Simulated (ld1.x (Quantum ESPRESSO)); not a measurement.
# Transferability test, TM potential for I (Z = 53)

* Element: I (Z = 53)
* Generator: ld1.x (Quantum ESPRESSO) 7.5
* Type: norm-conserving Troullier–Martins (Kleinman–Bylander form)
* Functional: PBE
* Relativity: fully relativistic
* Frozen core: [Kr] 4d10
* Valence charge: 7
* Reference configuration: 5s1.5 5p5.5
* Partial waves: 5p (bound): rc 1.70 bohr; 5s (bound): rc 2.66 bohr
* Local potential: the s channel
* Core correction: Bessel-smoothed model core inside 1.40 bohr

Open shells are filled in proportion to 2j + 1 (rel_dist='average').

Energies are relative to the spin-unpolarised reference configuration 5s1.5 5p5.5; without spin polarisation the order of configurations can differ from experiment.

```json
{"valence configuration": "5s2 5p5", "charge": "0", "ΔE all-electron (eV)": "-5.162", "error AE − PS (meV)": "-11"}
{"valence configuration": "5s2 5p4", "charge": "+1", "ΔE all-electron (eV)": "5.996", "error AE − PS (meV)": "-7.3"}
{"valence configuration": "5s2 5p3", "charge": "+2", "ΔE all-electron (eV)": "25.871", "error AE − PS (meV)": "+13"}
{"valence configuration": "5s2 5p2", "charge": "+3", "ΔE all-electron (eV)": "55.233", "error AE − PS (meV)": "+54"}
{"valence configuration": "5s2 5p5.3", "charge": "-0.3", "ΔE all-electron (eV)": "-6.952", "error AE − PS (meV)": "-11"}
{"valence configuration": "5s2 5p4.5", "charge": "+0.5", "ΔE all-electron (eV)": "-0.617", "error AE − PS (meV)": "-11"}
{"valence configuration": "5s2 5p1", "charge": "+4", "ΔE all-electron (eV)": "94.698", "error AE − PS (meV)": "+115"}
```

Levels in the configuration 5s2 5p5:

```
   level  all-electron (eV)  pseudo (eV)
5s j=1/2            -17.386      -17.343
5p j=1/2             -7.776       -7.775
5p j=3/2             -6.776       -6.779
```
